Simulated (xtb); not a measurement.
xtb input (GFN1-xTB):

```bash
xtb mol.xyz --gfn 1 --opt tight --chrg 0 --uhf 0
```
mol.xyz:
```
4

Si     0.12238160    -0.03851117    -0.02483464
O      1.53146133    -0.48192189    -0.31077621
F     -0.69871585    -0.24613641     1.29774620
F     -0.85295447     0.73441769    -0.98286902
```

Output:

```
           -------------------------------------------------
          |                Calculation Setup                |
           -------------------------------------------------

           -------------------------------------------------
          |                 G F N 1 - x T B                 |
           -------------------------------------------------

        Reference                      10.1021/acs.jctc.7b00118
      * Hamiltonian:
        H0-scaling (s, p, d)           1.850000    2.250000    2.000000
        zeta-weighting                 0.000000
      * Dispersion:
        s8                             2.400000
        a1                             0.630000
        a2                             5.000000
        s9                             0.000000
      * Repulsion:
        kExp                           1.500000
        rExp                           1.000000
      * Coulomb:
        alpha                          2.000000
        third order                    atomic
        anisotropic                    false
      * Halogen bond correction:
        rad-scale                      1.300000
        damping                        0.440000

          ...................................................
          :                      SETUP                      :
          :.................................................:
          :  # basis functions                  22          :
          :  # atomic orbitals                  21          :
          :  # shells                            9          :
          :  # electrons                        24          :
          :  # halogen bonds                     0          :
          :  max. iterations                   250          :
          :  Hamiltonian                  GFN1-xTB          :
          :  restarted?                      false          :
          :  GBSA solvation                  false          :
          :  PC potential                    false          :
          :  electronic temp.          300.0000000     K    :
          :  accuracy                    1.0000000          :
          :  -> integral cutoff          0.2500000E+02      :
          :  -> integral neglect         0.1000000E-07      :
          :  -> SCF convergence          0.1000000E-05 Eh   :
          :  -> wf. convergence          0.2000000E-04 e    :
          :  Broyden damping             0.4000000          :
          :  net charge                          0          :
          :  unpaired electrons                  0          :
          ...................................................

 iter      E             dE          RMSdq      gap      omega  full diag
   1    -17.0636683 -0.170637E+02  0.959E+00    6.07       0.0  T
   2    -17.0764259 -0.127576E-01  0.536E+00    5.47       1.0  T
   3    -17.0204997  0.559262E-01  0.312E+00    7.01       1.0  T
   4    -17.0859330 -0.654332E-01  0.548E-01    5.94       1.0  T
   5    -17.0877168 -0.178380E-02  0.208E-01    6.01       1.0  T
   6    -17.0877225 -0.576409E-05  0.489E-02    5.96       1.0  T
   7    -17.0877442 -0.216287E-04  0.791E-03    5.99       6.3  T
[...]
 printout                       ...        0 min,  0.000 sec (  2.816%)

         :::::::::::::::::::::::::::::::::::::::::::::::::::::
         ::                     SUMMARY                     ::
         :::::::::::::::::::::::::::::::::::::::::::::::::::::
         :: total energy             -17.017525148801 Eh    ::
         :: gradient norm              0.000487578878 Eh/a0 ::
         :: HOMO-LUMO gap              6.022955603476 eV    ::
         ::.................................................::
         :: SCC energy               -17.091639385311 Eh    ::
         :: -> electrostatic           0.047563815295 Eh    ::
         :: repulsion energy           0.074834075040 Eh    ::
         :: dispersion energy         -0.000719838530 Eh    ::
         :: halogen bond corr.         0.000000000000 Eh    ::
         :: add. restraining           0.000000000000 Eh    ::
         :: total charge               0.000000000000 e     ::
         :::::::::::::::::::::::::::::::::::::::::::::::::::::

           -------------------------------------------------
          |                Property Printout                |
           -------------------------------------------------

    * Orbital Energies and Occupations

         #    Occupation            Energy/Eh            Energy/eV
      -------------------------------------------------------------
         1        2.0000           -0.8810055             -23.9734
         2        2.0000           -0.8807416             -23.9662
         3        2.0000           -0.7573303             -20.6080
         4        2.0000           -0.6242205             -16.9859
         5        2.0000           -0.6025169             -16.3953
         6        2.0000           -0.5951024             -16.1936
         7        2.0000           -0.5919230             -16.1070
         8        2.0000           -0.5853114             -15.9271
         9        2.0000           -0.5679978             -15.4560
        10        2.0000           -0.5504491             -14.9785
        11        2.0000           -0.5440970             -14.8056
        12        2.0000           -0.5358362             -14.5808 (HOMO)
        13                         -0.3144967              -8.5579 (LUMO)
        14                         -0.2165482              -5.8926
        15                         -0.0070962              -0.1931
        16                          0.0102933               0.2801
        17                          0.0533649               1.4521
        18                          0.1442009               3.9239
        19                          0.2983125               8.1175
        20                          0.8825159              24.0145
        21                          1.3614685              37.0474
      -------------------------------------------------------------
                  HL-Gap            0.2213395 Eh            6.0230 eV
             Fermi-level           -0.4251665 Eh          -11.5694 eV

  Mulliken/CM5 charges         n(s)   n(p)   n(d)
     1Si    0.72814  0.68028   0.854  1.200  1.218
     2O    -0.39630 -0.39955   1.671  4.726  0.000
     3F    -0.16592 -0.14036   1.757  5.409  0.000
     4F    -0.16592 -0.14036   1.757  5.409  0.000

Wiberg/Mayer (AO) data.
largest (>0.10) Wiberg bond orders for each atom

 ---------------------------------------------------------------------------
     #   Z sym  total        # sym  WBO       # sym  WBO       # sym  WBO
 ---------------------------------------------------------------------------
     1  14 Si   4.942 --     2 O    2.285     3 F    1.329     4 F    1.329
     2   8 O    2.390 --     1 Si   2.285
     3   9 F    1.414 --     1 Si   1.329
     4   9 F    1.414 --     1 Si   1.329
 ---------------------------------------------------------------------------
Note: The following floating-point exceptions are signalling: IEEE_DENORMAL
normal termination of xtb

Topologies differ in total number of bonds
Writing topology from bond orders to xtbtopo.mol

 dipole moment from electron density (au)
     X       Y       Z
  -1.1836   0.3717   0.2398  total (Debye):    3.212

           -------------------------------------------------
          |                Geometry Summary                 |
           -------------------------------------------------

      molecular mass/u    :       82.0817099
   center of mass at/Å    :       -0.0196385       0.0061596       0.0039765
  moments of inertia/u·Å² :        0.5968768E+02   0.6730702E+02   0.1269947E+03
rotational constants/cm⁻¹ :        0.2824307E+00   0.2504588E+00   0.1327428E+00

 * 3 selected distances

     #   Z          #   Z                                           value/Å
     1  14 Si       2   8 O                                       1.5013113 (min)
     1  14 Si       3   9 F                                       1.5601208 (max)
     1  14 Si       4   9 F                                       1.5601208

 * 2 distinct bonds (by element types)

   Z      Z             #   av. dist./Å        max./Å        min./Å
   8 O   14 Si          1     1.5013113     1.5013113     1.5013113
   9 F   14 Si          2     1.5601208     1.5601208     1.5601208

optimized geometry written to: xtbopt.xyz

           -------------------------------------------------
          | TOTAL ENERGY              -17.017525148801 Eh   |
          | GRADIENT NORM               0.000487578878 Eh/α |
          | HOMO-LUMO GAP               6.022955603476 eV   |
           -------------------------------------------------

------------------------------------------------------------------------
------------------------------------------------------------------------
 total:
 SCF:
 ANC optimizer:
```
